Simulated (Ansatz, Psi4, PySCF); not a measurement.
HAlClFO (SMILES [OH][Al]([F])[Cl]), singlet, geometry from GFN2-xTB (such geometries of metal compounds can be far from the true shape), atoms displaced at random by about 0.03 Å a coordinate. Base run: R2SCAN/cc-pVDZ, gradient (PySCF).

The PySCF input:
```python
from pyscf import gto, scf, dft

mol = gto.M(
    atom='''
Al    0.112939    0.136481   -0.300683
F     1.801413    0.281103   -0.436350
Cl   -0.637744   -0.539326    1.361096
O    -0.761564    0.613265   -1.570239
H    -0.906403    0.927733   -2.461830
''',
    basis='cc-pvdz',
    charge=0,
    spin=0,
    verbose=4,
)

mf = dft.RKS(mol)
mf.xc = 'r2scan'
mf.kernel()
g = mf.nuc_grad_method()
grad = g.kernel()
```

Programs used: Ansatz (a first-principles code), Psi4, PySCF; a row that names a program was run with it.

The coordinate followed is z of atom 3.

The base run was repeated with changes; each row names its change, and settings that it needs were set with it.

```json
[
 {"change": "base", "dE/dx (Eh/bohr)": "-0.061432", "net force (Eh/bohr)": "0.000896"},
 {"change": "code = ansatz", "dE/dx (Eh/bohr)": "-0.061166", "net force (Eh/bohr)": "0.000000"},
 {"change": "grids.level = 0; grid_response = on", "dE/dx (Eh/bohr)": "-0.069832", "net force (Eh/bohr)": "0.000000"},
 {"change": "code = psi4", "dE/dx (Eh/bohr)": "-0.061463", "net force (Eh/bohr)": "0.000672"},
 {"change": "finite difference step (bohr) = 1e-4; conv_tol = 1e-11", "dE/dx (Eh/bohr)": "-0.061120", "net force (Eh/bohr)": "-"},
 {"change": "density fitting = on", "dE/dx (Eh/bohr)": "-0.061431", "net force (Eh/bohr)": "0.000897"},
 {"change": "conv_tol = 1e-11", "dE/dx (Eh/bohr)": "-0.061432", "net force (Eh/bohr)": "0.000896"},
 {"change": "grids.level = 1; grid_response = off", "dE/dx (Eh/bohr)": "-0.059554", "net force (Eh/bohr)": "0.005494"},
 {"change": "density fitting = on; auxbasis_response = off", "dE/dx (Eh/bohr)": "-0.061293", "net force (Eh/bohr)": "0.001791"},
 {"change": "grids.level = 5; grid_response = on", "dE/dx (Eh/bohr)": "-0.061174", "net force (Eh/bohr)": "0.000000"},
 {"change": "finite difference step (bohr) = 1e-5; conv_tol = 1e-11", "dE/dx (Eh/bohr)": "-0.061120", "net force (Eh/bohr)": "-"},
 {"change": "grids.level = 0; grid_response = off", "dE/dx (Eh/bohr)": "-0.074478", "net force (Eh/bohr)": "0.021507"}
]
```

The net force is zero for an exact gradient.
